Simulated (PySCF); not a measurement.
Input of a run (PBE0-D3(BJ)/def2-SVP geometry optimisation, gas phase (PySCF 2.14.0)), started from GFN2-xTB:
```
{"job": {"xc": "PBE0", "basis": "def2-SVP", "d3": "d3bj", "grid": 1, "kind": "geom"}, "charge": 0, "multiplicity": 1}
O      2.770306    -0.619398     1.056985
S      2.158713     0.306974     0.151096
O      2.526690     1.682678     0.203475
O      2.465486    -0.247763    -1.343571
C      0.392261     0.145386     0.171520
C     -0.365815     1.160291    -0.371485
C     -1.744030     1.020297    -0.402534
C     -2.332176    -0.125047     0.113116
C     -1.553919    -1.132025     0.663896
C     -0.174271    -0.999167     0.690121
H      3.031154    -1.019207    -1.285900
H      0.135004     2.036541    -0.749371
H     -2.357454     1.801209    -0.824811
H     -3.406418    -0.232077     0.088482
H     -2.020973    -2.016019     1.070825
H      0.467841    -1.753729     1.115795
```

Output (energies in Eh, forces in Eh/bohr):
```
step   0  E = -854.94928713  max force = 0.028934
step   1  E = -854.95263435  max force = 0.005712
step   2  E = -854.95273887  max force = 0.002369
step   3  E = -854.95276310  max force = 0.001564
step   4  E = -854.95280794  max force = 0.001428
step   5  E = -854.95285062  max force = 0.001896
step   6  E = -854.95291520  max force = 0.001529
step   7  E = -854.95302530  max force = 0.001004
step   8  E = -854.95306613  max force = 0.000730
step   9  E = -854.95313030  max force = 0.002490
step  10  E = -854.95315242  max force = 0.001446
step  11  E = -854.95314443  max force = 0.001445
step  12  E = -854.95316026  max force = 0.000642
step  13  E = -854.95316615  max force = 0.000664
step  14  E = -854.95316592  max force = 0.001094
step  15  E = -854.95317412  max force = 0.000664
step  16  E = -854.95317858  max force = 0.000185
optimisation converged
```

Task: Summarise the run.

Result: The energy falls by 2.4 kcal/mol over 17 energy and gradient evaluations, the largest force component goes from 0.0289 to 1.8e-04 Eh/bohr, and the atoms move by 0.075 Å rms after alignment. The bond that changes most is O1=S2 (sulfonyl oxygen to sulfonyl sulfur), which lengthens by 0.020 Å. Bonds longer at the end by more than 0.005 Å: 14 of 16; shorter: 0. Among the angles that change most is O1–S2–O3, from 119.4° to 122.8°. Among the dihedrals that turn most is O3–S2–O4–H11, from 125° to 152°. The energy rose by more than 1e-6 Eh at step 11. The first step brought 86 % of the lowering.

Task: What are the final bond lengths?

Result: O1=S2 1.453 Å, S2=O3 1.443 Å, S2–O4 1.625 Å, S2–C5 1.770 Å, C5–C6 1.394 Å, C6–C7 1.392 Å, C7–C8 1.396 Å, C8–C9 1.395 Å, C9–C10 1.393 Å, C5–C10 1.393 Å, O4–H11 0.969 Å, C6–H12 1.092 Å, C7–H13 1.092 Å, C8–H14 1.092 Å, C9–H15 1.092 Å, C10–H16 1.092 Å. Numbering counts from 1 in the input's order; the species is `OS(=O)(c1ccccc1)=O`.

The run used 174 basis functions and 123 SCF cycles in all. The run took 4.3 min on one thread, Arm Neoverse V2, shared host.

PBE0-D3(BJ)/def2-SVP frequencies: not computed here. One conformer, not necessarily the lowest.
